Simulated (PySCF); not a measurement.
CH3AlCl2S, SMILES [Al]([S]C)([Cl])[Cl].

Coordinates come from a PBE-D3(BJ)/def2-SVP optimisation. The structure was generated by enumeration; whether it is a known compound was not checked. The values are those of a single conformer.

Two levels are set side by side: PBE/def2-TZVP (PySCF) and ωB97X/def2-TZVP (PySCF). Same geometry, gas phase. Differences are taken from unrounded values.

| quantity | PBE |
|---|---|
| orbital gap (eV) | 4.53 |
| highest occupied level (eV) | -6.41 |
| lowest empty level (eV) | -1.88 |
| dipole moment (D) | 2.07 |
| mean polarisability (bohr³) | 82.9 |

Question: These are the PBE values. What does ωB97X give? (Estimate from the structure and the level; the computed values follow.)

Answer: 
| quantity | ωB97X | PBE minus ωB97X |
|---|---|---|
| orbital gap (eV) | 10.90 | -6.37 |
| highest occupied level (eV) | -9.95 | 3.54 |
| lowest empty level (eV) | 0.95 | -2.83 |
| dipole moment (D) | 2.06 | 0.00 |
| mean polarisability (bohr³) | 77.7 | 5.2 |

Without exact exchange PBE keeps part of each electron's self-repulsion, which lifts occupied levels and narrows the gap. PBE's more diffuse valence density responds more strongly to a field. Differences between two approximate levels are no errors against the true value.

Rough cost on one machine, each run with all the roots and properties that it gave: ωB97X against PBE within a factor of 2.
